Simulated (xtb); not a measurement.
OZr, triplet, at a GFN2-xTB geometry of the parent state (such geometries of metal compounds can be far from the true shape) (another spin typed on purpose, not shown lowest); GFN1-xTB (xtb).

xtb was given this input:
```
$ xtb mol.xyz --gfn 1 --chrg 0 --uhf 2 --json

# file mol.xyz
2

Zr    -0.00000000    -0.00000000    -0.29196683
O      0.00000000     0.00000000     1.45983413
```

What does xtb print? Leave out banner, timings and long lists.


```
   ID    Z sym.   atoms
    1   40 Zr     1
    2    8 O      2

           -------------------------------------------------
          |                Calculation Setup                |
           -------------------------------------------------

           -------------------------------------------------
          |                 G F N 1 - x T B                 |
           -------------------------------------------------

          ...................................................
          :                      SETUP                      :
          :.................................................:
          :  # basis functions                  14          :
          :  # atomic orbitals                  13          :
          :  # shells                            5          :
          :  # electrons                        10          :
          :  # halogen bonds                     0          :
          :  max. iterations                   250          :
          :  Hamiltonian                  GFN1-xTB          :
          :  restarted?                      false          :
          :  GBSA solvation                  false          :
          :  PC potential                    false          :
          :  electronic temp.          300.0000000     K    :
          :  accuracy                    1.0000000          :
          :  -> integral cutoff          0.2500000E+02      :
          :  -> integral neglect         0.1000000E-07      :
          :  -> SCF convergence          0.1000000E-05 Eh   :
          :  -> wf. convergence          0.2000000E-04 e    :
          :  Broyden damping             0.4000000          :
          :  net charge                          0          :
          :  unpaired electrons                  2          :
          ...................................................

 iter      E             dE          RMSdq      gap      omega  full diag
   1     -5.8175099 -0.581751E+01  0.155E+01    0.55       0.0  T
   2     -5.8622948 -0.447848E-01  0.945E+00    0.43       1.0  T
   3     -5.9247884 -0.624936E-01  0.582E+00    0.51       1.0  T
   4     -5.9428083 -0.180199E-01  0.272E-01    0.49       1.0  T
   5     -5.9429676 -0.159348E-03  0.228E-01    0.48       1.0  T
   6     -5.9430570 -0.893745E-04  0.675E-02    0.49       1.0  T
   7     -5.9430684 -0.114495E-04  0.326E-03    0.48      21.7  T
   8     -5.9430685 -0.228084E-07  0.987E-04    0.48      71.7  T
   9     -5.9430685 -0.223654E-08  0.632E-05    0.48    1118.2  T
  10     -5.9430685 -0.926814E-11  0.839E-09    0.48  100000.0  T

   *** convergence criteria satisfied after 10 iterations ***

 transition dipole moment (au) for excitation:           5           6
     X       Y       Z
   0.0000   0.0000   0.0000  total (au/Debye):    0.000   0.000
 dE (eV)             :    0.000
 oscillator strength :  0.00000E+00

         :::::::::::::::::::::::::::::::::::::::::::::::::::::
         ::                     SUMMARY                     ::
         :::::::::::::::::::::::::::::::::::::::::::::::::::::
         :: total energy              -5.906026607198 Eh    ::
         :: gradient norm              0.026387014375 Eh/a0 ::
         :: HOMO-LUMO gap              0.484385236787 eV    ::
         ::.................................................::
         :: SCC energy                -5.943068469481 Eh    ::
         :: -> electrostatic           0.097579534468 Eh    ::
         :: repulsion energy           0.037295894546 Eh    ::
         :: dispersion energy         -0.000254032263 Eh    ::
         :: halogen bond corr.         0.000000000000 Eh    ::
         :: add. restraining           0.000000000000 Eh    ::
         :: total charge              -0.000000000192 e     ::
         :::::::::::::::::::::::::::::::::::::::::::::::::::::

           -------------------------------------------------
          |                Property Printout                |
           -------------------------------------------------

    * Orbital Energies and Occupations

         #    Occupation            Energy/Eh            Energy/eV
      -------------------------------------------------------------
         1        2.0000           -0.6542035             -17.8018
         2        2.0000           -0.4131871             -11.2434
         3        2.0000           -0.4131871             -11.2434
         4        2.0000           -0.4101234             -11.1600
         5        0.9999           -0.2687696              -7.3136
         6        0.9999           -0.2687696              -7.3136 (HOMO)
         7        0.0001           -0.2509687              -6.8292 (LUMO)
         8        0.0001           -0.2509687              -6.8292
         9                         -0.2386135              -6.4930
        10                         -0.1344513              -3.6586
        11                         -0.1090694              -2.9679
        12                         -0.1090694              -2.9679
        13                          0.3970885              10.8053
      -------------------------------------------------------------
                  HL-Gap            0.0178008 Eh            0.4844 eV
             Fermi-level           -0.2996578 Eh           -8.1541 eV

  Mulliken/CM5 charges         n(s)   n(p)   n(d)
     1Zr    0.68729  0.98356   0.218  0.609  2.486
     2O    -0.68729 -0.98356   1.644  5.043  0.000

Wiberg/Mayer (AO) data.
largest (>0.10) Wiberg bond orders for each atom

 ---------------------------------------------------------------------------
     #   Z sym  total        # sym  WBO       # sym  WBO       # sym  WBO
 ---------------------------------------------------------------------------
     1  40 Zr   2.193 --     2 O    2.193
     2   8 O    2.193 --     1 Zr   2.193
 ---------------------------------------------------------------------------

Topologies differ in total number of bonds
Writing topology from bond orders to xtbtopo.mol

 dipole moment from electron density (au)
     X       Y       Z
  -0.0000   0.0000  -4.0278  total (Debye):   10.238

           -------------------------------------------------
          | TOTAL ENERGY               -5.906026607198 Eh   |
          | GRADIENT NORM               0.026387014375 Eh/α |
          | HOMO-LUMO GAP               0.484385236787 eV   |
           -------------------------------------------------

normal termination of xtb
```
